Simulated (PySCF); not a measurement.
Compound: C6H11O2P.
Numbering: `[CH3:1][P@@:2](=[O:3])([OH:4])[C:5]1=[CH:6][CH2:7][CH2:8][CH2:9]1` (hydrogens: H10, H11, H12 on C1; H13 on O4; H14 on C6; H15, H16 on C7; H17, H18 on C8; H19, H20 on C9)

The same species was optimised twice, with GFN2-xTB and with PBE0-D3(BJ)/def2-SVP (PySCF), and the same property calculations (PySCF, gas phase) were run on both structures.

```csv
coordinate,GFN2-xTB,PBE0-D3(BJ)/def2-SVP,change
C1–P2 (Å),1.829,1.801,-0.028
P2=O3 (Å),1.469,1.490,+0.021
P2–O4 (Å),1.617,1.636,+0.019
C5=C6 (Å),1.326,1.341,+0.015
P2–C5 (Å),1.807,1.795,-0.012
C5–C9 (Å),1.500,1.510,+0.010
C6–C7 (Å),1.497,1.502,+0.005
C7–C8 (Å),1.540,1.538,-0.002
C8–C9 (Å),1.539,1.538,-0.001
O3–P2–O4 (°),111.4,114.8,+3.4
O3–P2–C5 (°),114.8,112.4,-2.4
P2–C5–C9 (°),120.4,122.3,+1.9
C1–P2–O4 (°),102.3,100.6,-1.7
P2–C5–C6 (°),127.4,126.0,-1.4
C1–P2–C5 (°),106.3,107.3,+1.0
C5–C9–C8 (°),103.6,102.8,-0.8
C6–C5–C9 (°),112.2,111.4,-0.8
C1–P2–C5–C6 (°),-89,-100,-11
```

Rotational constants: A = 2644, B = 907.5, C = 837.8 MHz (GFN2-xTB) against A = 2617, B = 915.6, C = 837.9 MHz (PBE0-D3(BJ)/def2-SVP). Point groups within 0.08 Å: C1 and C1.

On the GFN2-xTB structure: HOMO (eV) -7.39 [PBE0/pcSseg-1]; LUMO (eV) -0.32 [PBE0/pcSseg-1]; dipole (D) 3.07 [PBE0/pcSseg-1]; GIAO shielding of C1 (ppm) 165.9 [PBE0/pcSseg-1]; GIAO shielding of P2 (ppm) 290.7 [PBE0/pcSseg-1]; GIAO shielding of O3 (ppm) 183.3 [PBE0/pcSseg-1]; GIAO shielding of O4 (ppm) 221.9 [PBE0/pcSseg-1]; GIAO shielding of C5 (ppm) 38.6 [PBE0/pcSseg-1]; GIAO shielding of C6 (ppm) 37.9 [PBE0/pcSseg-1]; GIAO shielding of C7 (ppm) 148.4 [PBE0/pcSseg-1]; GIAO shielding of C8 (ppm) 161.5 [PBE0/pcSseg-1].

**Question.** What do these properties become on the PBE0-D3(BJ)/def2-SVP structure?

**Answer.** 
| property | level | on GFN2-xTB | on PBE0-D3(BJ)/def2-SVP | change |
| --- | --- | --- | --- | --- |
| HOMO (eV) | PBE0/pcSseg-1 | -7.39 | -7.36 | +0.03 |
| LUMO (eV) | PBE0/pcSseg-1 | -0.32 | -0.43 | -0.11 |
| dipole (D) | PBE0/pcSseg-1 | 3.07 | 3.32 | +0.25 |
| energy, GFN2-xTB geometry as zero (kcal/mol) | PBE0/pcSseg-1 | 0.0 | -2.0 | -2.0 |
| GIAO shielding of C1 (ppm) | PBE0/pcSseg-1 | 165.9 | 167.2 | +1.3 |
| GIAO shielding of P2 (ppm) | PBE0/pcSseg-1 | 290.7 | 286.1 | -4.6 |
| GIAO shielding of O3 (ppm) | PBE0/pcSseg-1 | 183.3 | 170.0 | -13.3 |
| GIAO shielding of O4 (ppm) | PBE0/pcSseg-1 | 221.9 | 220.3 | -1.6 |
| GIAO shielding of C5 (ppm) | PBE0/pcSseg-1 | 38.6 | 35.2 | -3.4 |
| GIAO shielding of C6 (ppm) | PBE0/pcSseg-1 | 37.9 | 33.1 | -4.8 |
| GIAO shielding of C7 (ppm) | PBE0/pcSseg-1 | 148.4 | 147.6 | -0.8 |
| GIAO shielding of C8 (ppm) | PBE0/pcSseg-1 | 161.5 | 157.3 | -4.2 |

The heavy atoms differ by 0.107 Å rms after alignment. Among bonds between heavy atoms C1–P2 changes most (-0.028 Å). Changes are differences of the printed values. Neither structure is proved a minimum here.
